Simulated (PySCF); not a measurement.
## The 3-electron isoelectronic series, spin-free X2C

All values are computed (PySCF 2.14, energy differences of UHF-based or UKS calculations, no spin-orbit coupling). Each ion has its own even-tempered basis scaled to its charge (19s8p6d5f4g for the first); frozen: nothing. Ionisation energies in eV, correlation energies of the ion in mhartree.

```csv
ion,configuration,UHF,LDA,PBE,PBE0,r2SCAN,MP2 (all electrons),E_corr MP2,"NIST (with spin-orbit, Breit and QED)"
Co²⁴⁺,[He] 2s1 (2S),2219.6,2216.8,2221.9,2221.4,2218.3,2219.7,-54.5,2218.9 (t)
Ni²⁵⁺,[He] 2s1 (2S),2400.1,2397.1,2402.5,2402.0,2398.7,2400.2,-54.9,2399.3 (t)
Cu²⁶⁺,[He] 2s1 (2S),2587.9,2584.7,2590.4,2589.8,2586.5,2588.0,-54.9,2587.0 (t)
Zn²⁷⁺,[He] 2s1 (2S),2783.0,2779.8,2785.6,2785.1,2781.6,2783.2,-55.5,2782.0 (t)
Ga²⁸⁺,[He] 2s1 (2S),2985.6,2982.2,2988.3,2987.7,2984.1,2985.8,-55.6,2984.4 (t)
Ge²⁹⁺,[He] 2s1 (2S),3195.6,3192.0,3198.4,3197.8,3194.1,3195.8,-56.2,3194.3 (t)
As³⁰⁺,[He] 2s1 (2S),3413.2,3409.4,3416.0,3415.4,3411.5,3413.3,-56.2,3411.6 (t)
Se³¹⁺,[He] 2s1 (2S),3638.2,3634.2,3641.2,3640.5,3636.5,3638.4,-56.6,3636.5 (t)
Br³²⁺,[He] 2s1 (2S),3870.9,3866.7,3873.9,3873.2,3869.1,3871.0,-56.9,3869.0 (t)
Kr³³⁺,[He] 2s1 (2S),4111.2,4106.9,4114.3,4113.6,4109.3,4111.3,-57.3,4109.1 (t)
```

Each ion has its own basis, which adds noise of up to about 0.1 % along the series.

NIST values marked (s) are semi-empirical, (t) theoretical. Open shells are high-spin determinants of the terms that Hund's rules give.

At high Z the X2C-1e correlation energies are inflated by the missing two-electron picture change in the 1s pairs.
